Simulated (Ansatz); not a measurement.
TiH2Cl4, closed shell: a relaxation.

Input (in.yaml):

```yaml
crystal:
  periodic: [false, false, false]
  atoms:
    - {symbol: Ti, position_ang: [-0.272354, 0.347191, -0.081060]}
    - {symbol: Cl, position_ang: [-0.219093, -2.138887, 0.294068]}
    - {symbol: Cl, position_ang: [-1.021969, 0.175470, -2.104371]}
    - {symbol: Cl, position_ang: [-1.594362, 0.723970, 1.585143]}
    - {symbol: Cl, position_ang: [0.776486, 2.269615, -0.195251]}
    - {symbol: H, position_ang: [0.967008, -1.113401, 0.284546]}
    - {symbol: H, position_ang: [1.364185, -0.263958, 0.216926]}
basis:
  gaussian: {orbitals: def2-TZVP}
hamiltonian: {xc: pbe0, dispersion: d4}
relax: {f_tol: 0.005, max_steps: 200}
```

Command:

```bash
ansatz run in.yaml --threads 8 --pin off --events-out ev --progress --plain --max-ram 19148MiB
```

The run's output (Ansatz 0.2.0):

```
Functional definition: PBE0
  name "PBE0"
  cite "Adamo & Barone, J. Chem. Phys. 110, 6158 (1999) doi:10.1063/1.478522"
  cite "Perdew, Burke & Ernzerhof, Phys. Rev. Lett. 77, 3865 (1996) doi:10.1103/PhysRevLett.77.3865"
  parent pbe
  parameter a = 0.25
  parameter kappa = 0.804
  parameter beta = 0.06672455060314922
  exchange = (1 - a)*pbe_x(kappa = kappa, mu = beta*pi^2/3) + a*exact_x
  correlation = pbe_c(beta = beta)
1626 factors; their error is unknown
mean field evaluation 1: about -73221.8875 eV, gradient 2.1e1 eV
mean field evaluation 2: about -73217.8852 eV, gradient 5.5e1 eV
mean field evaluation 4: about -73222.8488 eV, gradient 5.6e0 eV
mean field evaluation 8: about -73222.9126 eV, gradient 6.9e-2 eV
mean field evaluation 16: about -73223.1813 eV, gradient 1.0e-4 eV
mean field -73223.18133804 eV, -2690.9022817181 hartree, gradient 4.4e-5 eV, S^2 0.000000; 0 other end points of the search recorded, 0 dependent functions left out
the calculation of the forces begins
reference -73223.18137416 eV, -2690.9022830456 hartree; 46, 46 occupied and 159, 159 virtual orbitals, 1626 factors
relax step   1: F+E_penalty+E_count = -73223.40526365 eV  Δ(F+E_penalty+E_count) = +0.000e0 eV  max|allowed force component| = 5.924e-1 eV/Å  Δτ_max = 0.0000 Å  (30 SCF iters, accepted)
relax step   2: F+E_penalty+E_count = -73223.54513096 eV  Δ(F+E_penalty+E_count) = -1.399e-1 eV  max|allowed force component| = 1.067e0 eV/Å  Δτ_max = 0.1519 Å  (39 SCF iters, accepted)
relax step   3: F+E_penalty+E_count = -73223.81993046 eV  Δ(F+E_penalty+E_count) = -2.748e-1 eV  max|allowed force component| = 1.749e0 eV/Å  Δτ_max = 0.1943 Å  (38 SCF iters, accepted)
relax step   4: F+E_penalty+E_count = -73224.11046499 eV  Δ(F+E_penalty+E_count) = -2.905e-1 eV  max|allowed force component| = 1.069e0 eV/Å  Δτ_max = 0.1943 Å  (38 SCF iters, accepted)
relax step   5: F+E_penalty+E_count = -73224.27982740 eV  Δ(F+E_penalty+E_count) = -1.694e-1 eV  max|allowed force component| = 1.892e-1 eV/Å  Δτ_max = 0.1725 Å  (38 SCF iters, accepted)
relax step   6: F+E_penalty+E_count = -73224.33886981 eV  Δ(F+E_penalty+E_count) = -5.904e-2 eV  max|allowed force component| = 7.622e-1 eV/Å  Δτ_max = 0.1969 Å  (38 SCF iters, accepted)
relax step   7: F+E_penalty+E_count = -73224.41927608 eV  Δ(F+E_penalty+E_count) = -8.041e-2 eV  max|allowed force component| = 4.539e-1 eV/Å  Δτ_max = 0.0997 Å  (39 SCF iters, accepted)
relax step   8: F+E_penalty+E_count = -73224.53637212 eV  Δ(F+E_penalty+E_count) = -1.171e-1 eV  max|allowed force component| = 5.177e-1 eV/Å  Δτ_max = 0.1959 Å  (34 SCF iters, accepted)
relax step   9: F+E_penalty+E_count = -73224.68235876 eV  Δ(F+E_penalty+E_count) = -1.460e-1 eV  max|allowed force component| = 4.179e-1 eV/Å  Δτ_max = 0.1999 Å  (39 SCF iters, accepted)
relax step  10: F+E_penalty+E_count = -73224.82018360 eV  Δ(F+E_penalty+E_count) = -1.378e-1 eV  max|allowed force component| = 2.810e-1 eV/Å  Δτ_max = 0.1951 Å  (39 SCF iters, accepted)
relax step  11: F+E_penalty+E_count = -73224.91995312 eV  Δ(F+E_penalty+E_count) = -9.977e-2 eV  max|allowed force component| = 2.143e-1 eV/Å  Δτ_max = 0.1952 Å  (38 SCF iters, accepted)
relax step  12: F+E_penalty+E_count = -73224.92982342 eV  Δ(F+E_penalty+E_count) = -9.870e-3 eV  max|allowed force component| = 9.039e-1 eV/Å  Δτ_max = 0.1935 Å  (35 SCF iters, accepted)
relax step  13: F+E_penalty+E_count = -73224.95234528 eV  Δ(F+E_penalty+E_count) = -2.252e-2 eV  max|allowed force component| = 4.467e-2 eV/Å  Δτ_max = 0.1091 Å  (33 SCF iters, accepted)
relax step  14: F+E_penalty+E_count = -73224.95350182 eV  Δ(F+E_penalty+E_count) = -1.157e-3 eV  max|allowed force component| = 3.511e-2 eV/Å  Δτ_max = 0.0480 Å  (31 SCF iters, accepted)
relax step  15: F+E_penalty+E_count = -73224.95407117 eV  Δ(F+E_penalty+E_count) = -5.693e-4 eV  max|allowed force component| = 1.591e-2 eV/Å  Δτ_max = 0.0525 Å  (32 SCF iters, accepted)
relax step  16: F+E_penalty+E_count = -73224.95423129 eV  Δ(F+E_penalty+E_count) = -1.601e-4 eV  max|allowed force component| = 1.644e-2 eV/Å  Δτ_max = 0.0403 Å  (33 SCF iters, accepted)
relax step  17: F+E_penalty+E_count = -73224.95428629 eV  Δ(F+E_penalty+E_count) = -5.500e-5 eV  max|allowed force component| = 2.787e-2 eV/Å  Δτ_max = 0.0257 Å  (27 SCF iters, accepted)
relax step  18: F+E_penalty+E_count = -73224.95432070 eV  Δ(F+E_penalty+E_count) = -3.441e-5 eV  max|allowed force component| = 6.911e-2 eV/Å  Δτ_max = 0.0277 Å  (33 SCF iters, accepted)
relax step  19: F+E_penalty+E_count = -73224.95442234 eV  Δ(F+E_penalty+E_count) = -1.016e-4 eV  max|allowed force component| = 3.702e-2 eV/Å  Δτ_max = 0.0127 Å  (22 SCF iters, accepted)
relax step  20: F+E_penalty+E_count = -73224.95452957 eV  Δ(F+E_penalty+E_count) = -1.072e-4 eV  max|allowed force component| = 4.007e-2 eV/Å  Δτ_max = 0.0291 Å  (33 SCF iters, accepted)
relax step  21: F+E_penalty+E_count = -73224.95444524 eV  Δ(F+E_penalty+E_count) = +8.434e-5 eV  max|allowed force component| = 1.284e-1 eV/Å  Δτ_max = 0.0379 Å  (31 SCF iters, rejected (line search))
relax step  22: F+E_penalty+E_count = -73224.95464057 eV  Δ(F+E_penalty+E_count) = -1.110e-4 eV  max|allowed force component| = 1.033e-2 eV/Å  Δτ_max = 0.0189 Å  (33 SCF iters, accepted)
relax step  23: F+E_penalty+E_count = -73224.94941788 eV  Δ(F+E_penalty+E_count) = +5.223e-3 eV  max|allowed force component| = 5.371e-1 eV/Å  Δτ_max = 0.0889 Å  (31 SCF iters, rejected (line search))
relax step  24: F+E_penalty+E_count = -73224.95475494 eV  Δ(F+E_penalty+E_count) = -1.144e-4 eV  max|allowed force component| = 2.121e-3 eV/Å  Δτ_max = 0.0238 Å  (32 SCF iters, accepted)
relax step  25: F+E_penalty+E_count = -73224.95480697 eV  Δ(F+E_penalty+E_count) = -5.204e-5 eV  max|allowed force component| = 2.251e-2 eV/Å  Δτ_max = 0.0140 Å  (26 SCF iters, accepted)
relax step  26: F+E_penalty+E_count = -73224.95469856 eV  Δ(F+E_penalty+E_count) = +1.084e-4 eV  max|allowed force component| = 1.104e-1 eV/Å  Δτ_max = 0.0263 Å  (32 SCF iters, rejected (line search))
relax step  27: F+E_penalty+E_count = -73224.95487142 eV  Δ(F+E_penalty+E_count) = -6.445e-5 eV  max|allowed force component| = 9.975e-3 eV/Å  Δτ_max = 0.0132 Å  (26 SCF iters, accepted)
relax step  28: F+E_penalty+E_count = -73224.95479464 eV  Δ(F+E_penalty+E_count) = +7.678e-5 eV  max|allowed force component| = 1.098e-1 eV/Å  Δτ_max = 0.0366 Å  (32 SCF iters, rejected (line search))
relax step  29: F+E_penalty+E_count = -73224.95493697 eV  Δ(F+E_penalty+E_count) = -6.555e-5 eV  max|allowed force component| = 1.926e-2 eV/Å  Δτ_max = 0.0183 Å  (32 SCF iters, accepted)
relax step  30: F+E_penalty+E_count = -73224.95496547 eV  Δ(F+E_penalty+E_count) = -2.850e-5 eV  max|allowed force component| = 5.049e-2 eV/Å  Δτ_max = 0.0183 Å  (32 SCF iters, accepted)
relax step  31: F+E_penalty+E_count = -73224.95502605 eV  Δ(F+E_penalty+E_count) = -6.057e-5 eV  max|allowed force component| = 3.612e-2 eV/Å  Δτ_max = 0.0091 Å  (26 SCF iters, accepted)
relax step  32: F+E_penalty+E_count = -73224.95510880 eV  Δ(F+E_penalty+E_count) = -8.275e-5 eV  max|allowed force component| = 1.408e-3 eV/Å  Δτ_max = 0.0176 Å  (32 SCF iters, accepted)
relax step  33: F+E_penalty+E_count = -73224.95441121 eV  Δ(F+E_penalty+E_count) = +6.976e-4 eV  max|allowed force component| = 1.846e-1 eV/Å  Δτ_max = 0.0577 Å  (31 SCF iters, rejected (line search))
relax step  34: F+E_penalty+E_count = -73224.95512904 eV  Δ(F+E_penalty+E_count) = -2.024e-5 eV  max|allowed force component| = 5.145e-2 eV/Å  Δτ_max = 0.0281 Å  (32 SCF iters, accepted)
relax step  35: F+E_penalty+E_count = -73224.95518311 eV  Δ(F+E_penalty+E_count) = -5.407e-5 eV  max|allowed force component| = 1.437e-2 eV/Å  Δτ_max = 0.0017 Å  (21 SCF iters, accepted)
relax step  36: F+E_penalty+E_count = -73224.95521239 eV  Δ(F+E_penalty+E_count) = -2.928e-5 eV  max|allowed force component| = 9.155e-4 eV/Å  Δτ_max = 0.0111 Å  (24 SCF iters, accepted)
relax step  37: F+E_penalty+E_count = -73224.95460571 eV  Δ(F+E_penalty+E_count) = +6.067e-4 eV  max|allowed force component| = 1.533e-1 eV/Å  Δτ_max = 0.0525 Å  (31 SCF iters, rejected (line search))
relax step  38: F+E_penalty+E_count = -73224.95521308 eV  Δ(F+E_penalty+E_count) = -6.893e-7 eV  max|allowed force component| = 4.083e-2 eV/Å  Δτ_max = 0.0256 Å  (32 SCF iters, accepted)
relax step  39: F+E_penalty+E_count = -73224.95523596 eV  Δ(F+E_penalty+E_count) = -2.288e-5 eV  max|allowed force component| = 1.424e-2 eV/Å  Δτ_max = 0.0033 Å  (27 SCF iters, accepted)
relax step  40: F+E_penalty+E_count = -73224.95526939 eV  Δ(F+E_penalty+E_count) = -3.343e-5 eV  max|allowed force component| = 5.176e-4 eV/Å  Δτ_max = 0.0064 Å  (26 SCF iters, accepted)
Total energy: -73224.95530894 eV, -2690.9674739460 hartree
Atom 0 at    -1.176983     0.380986    -0.154044 Å, force     0.000033    -0.000335    -0.000032 eV/Å
Atom 1 at    -0.614778    -1.652089     0.314659 Å, force    -0.000047    -0.000242    -0.000091 eV/Å
Atom 2 at    -1.960168     0.467216    -2.166980 Å, force    -0.000257     0.000202    -0.000015 eV/Å
Atom 3 at    -2.688402     1.051916     1.238283 Å, force     0.000077     0.000140     0.000031 eV/Å
Atom 4 at     0.562554     1.657910    -0.001683 Å, force     0.000118     0.000318    -0.000142 eV/Å
Atom 5 at     3.190640    -1.227465     0.407641 Å, force     0.000518     0.000363     0.000115 eV/Å
Atom 6 at     2.687038    -0.678474     0.362126 Å, force    -0.000442    -0.000446     0.000134 eV/Å
Dipole moment:    -0.010765    -0.004391    -0.001066 e Å

[the SCF lines of later steps are left out]
```

Hardware: 8 CPU threads of an Intel Xeon, shared host. Wall time 4.4 min; peak host memory 0.8 GiB.
